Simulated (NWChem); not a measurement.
Species: bromine (Br2); SMILES BrBr

```xyz
2

Br     0.0000     0.0000     1.1492
Br     0.0000     0.0000    -1.1492
```
Atoms are numbered in this order, from 1.

All runs: NWChem. Pople sets run with spherical d functions. Structure relaxed at the PBE0/def2-SVP level. Total energies compare along this basis series because the functional is fixed.

```tsv
level	basis functions	energy (Ha)	highest occupied level (eV)	orbital gap (eV)
B3LYP/STO-3G	36	-5091.9725	-4.84	4.86
B3LYP/3-21G	44	-5123.5643	-7.45	3.91
B3LYP/6-31G*	64	-5147.7370	-7.84	3.90
B3LYP/def2-SVP	64	-5147.7284	-7.68	3.96
B3LYP/def2-SVPD	82	-5147.7354	-7.95	3.87
B3LYP/def2-TZVP	96	-5148.3593	-7.86	4.00
B3LYP/aug-cc-pVTZ	118	-5148.4538	-7.90	3.99
```
